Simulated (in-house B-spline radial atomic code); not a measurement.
Configurations of Ce3+, with energies counted from [Xe] (4f5/2)1. Computed with a B-spline radial code for spherical atoms: Dirac-Hartree-Fock, average of each configuration as written, Fermi nucleus of rms radius 4.8771 fm. Energies include first-order Breit, QED and recoil terms.

Occupations are held fixed; configurations that lie above the ionisation limit could autoionise.

| configuration | E - E(ref) (eV) | highest orbital | its <r> (bohr) |
| --- | --- | --- | --- |
| [Xe] (5d5/2)1 | 5.7735 | 5d5/2 | 2.278 |
| [Xe] (6d5/2)1 | 20.795 | 6d5/2 | 5.141 |
| [Xe] (8g9/2)1 | 31.715 | 8g9/2 | 21.35 |
| [Kr] 4d10 (4f5/2)1 5s2 (5p1/2)2 (5p3/2)3 (7p1/2)1 | 38.201 | 7p1/2 | 6.776 |
| [Kr] 4d10 (4f5/2)1 5s2 (5p1/2)2 (5p3/2)3 (9g9/2)1 | 47.353 | 9g9/2 | 27.72 |
| [Kr] (4d3/2)3 (4d5/2)6 (4f7/2)1 5s2 5p6 8s1 | 138.11 | 8s1/2 | 9.425 |
| [Kr] (4d3/2)4 (4d5/2)5 (4f5/2)1 5s2 5p6 (9g9/2)1 | 140.64 | 9g9/2 | 27.71 |

**Question.** Order these further configurations by energy, lowest first.
A. [Kr] 4d10 (4f5/2)1 5s2 (5p1/2)1 (5p3/2)4 (5g7/2)1
B. [Xe] (9d3/2)1
C. [Xe] (4f7/2)1
D. [Kr] 4d10 (4f7/2)1 5s2 (5p1/2)2 (5p3/2)3 (8p1/2)1
E. [Kr] (4d3/2)3 (4d5/2)6 (4f7/2)1 5s2 5p6 (8g7/2)1

**Answer.** C (0.26397 eV), B (30.621 eV), D (42.686 eV), A (44.454 eV), E (143.43 eV).

**Question.** How far above the reference does [Xe] (7p1/2)1 lie?

**Answer.** 23.177 eV; its least bound orbital is 7p1/2 with <r> = 6.717 bohr.

**Question.** How far above the reference does [Kr] (4d3/2)4 (4d5/2)5 (4f7/2)1 5s2 5p6 (6p3/2)1 lie?

**Answer.** 124.24 eV; its least bound orbital is 6p3/2 with <r> = 3.93 bohr.
